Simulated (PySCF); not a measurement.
PySCF input for Al(H)(Br)(Me) (CH₄AlBr), SMILES [CH3][AlH][Br], HF/pcSseg-1. Coordinates come from a B3LYP-D3(BJ)/def2-SVP optimisation. A frequency run showed that this geometry is not a minimum.

```python
import numpy as np
from pyscf import gto, scf, dft
from pyscf.prop.nmr import rhf as nmr

mol = gto.M(
    atom='''
    Al   -0.46218659   -1.14757123   -0.06167261
    H    -1.64177151   -1.68082853   -0.96443756
    Br    0.05224986    1.05995737   -0.28120199
    C     0.57263017   -2.20922009    1.20214798
    H     0.50868237   -1.78086392    2.21740409
    H     1.64218281   -2.20592314    0.92865897
    H     0.23480566   -3.25714593    1.24930031
    ''',
    basis='pcSseg-1',
    charge=0,
    spin=0,
    max_memory=1600,
    verbose=3,
)
mf = scf.RHF(mol)
mf.conv_tol = 1e-10
mf.max_cycle = 100
mf.kernel()
n = nmr.NMR(mf)
n.verbose = 2
n.max_cycle_cphf = 60
sigma = n.kernel()
print('atom   isotropic/ppm   span/ppm')
for i, s in enumerate(sigma):
    w = np.linalg.eigvalsh((s + s.T) / 2)
    print(f'{mol.atom_symbol(i):2s}{i + 1:3d} {w.mean():14.3f} {w[2] - w[0]:11.3f}')
```

Program output:

```
converged SCF energy = -2854.28587184391
atom   isotropic/ppm   span/ppm
Al  1        357.316     148.333
H   2         26.878       9.624
Br  3       2711.604     519.482
C   4        196.406      11.599
H   5         31.648      11.831
H   6         31.658      11.826
H   7         31.721      12.869
```

The calculation finished and met its thresholds.
